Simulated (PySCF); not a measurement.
B2F2GeH4.
Atom-mapped SMILES: `[BH2:1][GeH2:2][B:3]([F:4])[F:5]` (hydrogens: H6, H7 on B1; H8, H9 on Ge2)

Method: PySCF, PBE0-D3(BJ)/def2-SVP geometry optimisation, gas phase; density fitting, grid level 1; the optimiser is geomeTRIC in internal coordinates, started from a GFN2-xTB structure with every atom displaced at random (about 0.01 Å).

Step 0: E = -63344.9235 eV
```
atom  x, y, z in Å  |  force x, y, z in eV/Å
B1      1.6301   -0.5457    0.1412   -1.008   0.746  -0.305
Ge2     0.0401    0.6379   -0.2998    0.161   0.002   0.245
B3     -1.6880   -0.4101   -0.0686    0.217  -0.484  -0.440
F4     -2.2664   -0.5014    1.0872   -0.560   0.098   1.108
F5     -2.2096   -1.1502   -1.0199   -0.112  -0.061  -0.472
H6      1.9775   -0.6300    1.2347    0.534  -0.154   1.424
H7      2.1377   -1.1599   -0.6909    0.696  -0.798  -1.019
H8     -0.0450    1.8863    0.5349   -0.019   0.453   0.682
H9      0.0598    1.2033   -1.6699    0.091   0.197  -1.224
```

Step 1: E = -63345.1226 eV
```
atom  x, y, z in Å  |  force x, y, z in eV/Å
B1      1.6336   -0.5341    0.1424    0.097  -0.026   0.011
Ge2     0.0420    0.6695   -0.3236   -0.111   0.223  -0.158
B3     -1.6987   -0.4558   -0.0576    0.015   0.223   0.171
F4     -2.2855   -0.5121    1.1269    0.074  -0.089  -0.231
F5     -2.2624   -1.1158   -1.0472   -0.007  -0.016   0.069
H6      2.0025   -0.6264    1.2924   -0.025  -0.030  -0.104
H7      2.1885   -1.1864   -0.7134   -0.042   0.023   0.082
H8     -0.0539    1.8986    0.6204    0.002  -0.165  -0.090
H9      0.0700    1.1924   -1.7913   -0.003  -0.142   0.250
```

Problem. Estimate the geometry and energy of step 2. (The exact step hangs on the optimiser's Hessian estimate; all steps are aligned on step 1, rigid shifts and turns removed.)

Solution. E = -63345.1299 eV, largest force 0.105 eV/Å
```
atom  x, y, z in Å  |  force x, y, z in eV/Å
B1      1.6313   -0.5299    0.1421   -0.004  -0.022   0.001
Ge2     0.0403    0.6786   -0.3253   -0.029   0.062  -0.003
B3     -1.6944   -0.4370   -0.0537   -0.006  -0.017   0.103
F4     -2.2852   -0.5336    1.1222    0.051   0.029  -0.027
F5     -2.2449   -1.1072   -1.0432   -0.030  -0.011  -0.089
H6      2.0013   -0.6297    1.2873   -0.001  -0.005  -0.019
H7      2.1764   -1.1910   -0.7084   -0.002   0.002   0.008
H8     -0.0544    1.8995    0.6108    0.014  -0.002   0.013
H9      0.0656    1.1805   -1.7829    0.005  -0.036   0.012
```

The energy changes by -0.0073 eV. The first-order estimate −F·Δx gives -0.0161 eV and the mean of the old and new forces, exact on a quadratic surface, -0.0079 eV. The step makes an angle of 54° with the force vector and moves no atom by more than 0.022 Å.

What follows is the cost of the whole optimisation. Time: 85 s wall; peak memory 0.44 GiB. Hardware: one thread, Arm Neoverse N1 (aarch64), shared host with 64 logical CPUs at a one-minute load of 61.
